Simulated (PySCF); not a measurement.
Worked example: oscillator strength and radiative lifetime

C3H10OSi2, SMILES [SiH3][Si](C=O)(C)C.

Geometry optimised at B3LYP-D3(BJ)/def2-SVP. This is a generated structure with no PubChem entry under its InChIKey; it may be hypothetical. One conformer was computed; it need not be the lowest.

PySCF with TDA-CAM-B3LYP/def2-SVPD puts the first singlet state with f over 0.02 at 6.06 eV (vertical), with the transition dipole (-0.548, 0.359, -0.529) in atomic units.

Problem. Find the oscillator strength, the wavelength and the radiative lifetime that this transition would have in vacuum if emission retraced absorption.

Solution. 
|μ|² = 0.7090 au, so |μ| = 2.14 D. ΔE = 6.06/27.211 = 0.2227 hartree. f = (2/3) ΔE |μ|² = 0.105 (the program prints 0.105).
λ = 1239.84/6.06 = 205 nm; ν = 48877 cm⁻¹.
Einstein's coefficient A = 0.6670 ν² f s⁻¹ (ν in cm⁻¹) = 1.7e8 s⁻¹, so τ = 1/A = 6.0 ns. This state is S2; the lower singlet has f = 0.005. The figure is the radiative limit of this one transition; relaxation, internal conversion, crossing to triplets and a medium change what is measured.
